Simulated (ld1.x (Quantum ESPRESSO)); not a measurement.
**Reading a pseudo-wave (scandium)**

Columns: radius, all-electron u(r) and pseudo u(r) of the 3d shell (level -3.82 eV) of scandium in the configuration [Ar] 3d1 4s1.5 4p0.5; PBEsol, scalar-relativistic, PAW scheme, ld1.x (Quantum ESPRESSO) 7.5.

```tsv
r (bohr)	all-electron	pseudo
0.242	0.1593	0.0024
0.485	0.4468	0.0184
0.728	0.6348	0.0571
0.970	0.7107	0.1197
1.212	0.7135	0.1999
1.455	0.6778	0.2853
1.698	0.6252	0.3606
1.940	0.5678	0.4131
2.182	0.5116	0.4366
2.425	0.4594	0.4317
2.668	0.4121	0.4057
2.910	0.3697	0.3692
3.152	0.3313	0.3313
3.395	0.2964	0.2964
3.637	0.2650	0.2650
3.880	0.2364	0.2364
4.122	0.2107	0.2107
4.365	0.1874	0.1874
4.608	0.1664	0.1664
4.850	0.1476	0.1476
5.092	0.1307	0.1307
5.335	0.1155	0.1155
5.578	0.1020	0.1020
5.820	0.0900	0.0900
6.062	0.0793	0.0793
6.305	0.0699	0.0699
```

Problem. How many radial nodes do the two functions have?

Solution. The all-electron 3d function has n − l − 1 = 0; the pseudo-wave has 0.

Problem. At about which radius was the pseudo-wave matched?

Solution. 3.25 bohr, where the columns begin to agree (steps of 0.24 bohr).

Problem. Is the pseudo-wave norm-conserving?

Solution. No, it belongs to a PAW set: the norm inside the radius is not constrained, and the difference is carried by the augmentation charge.
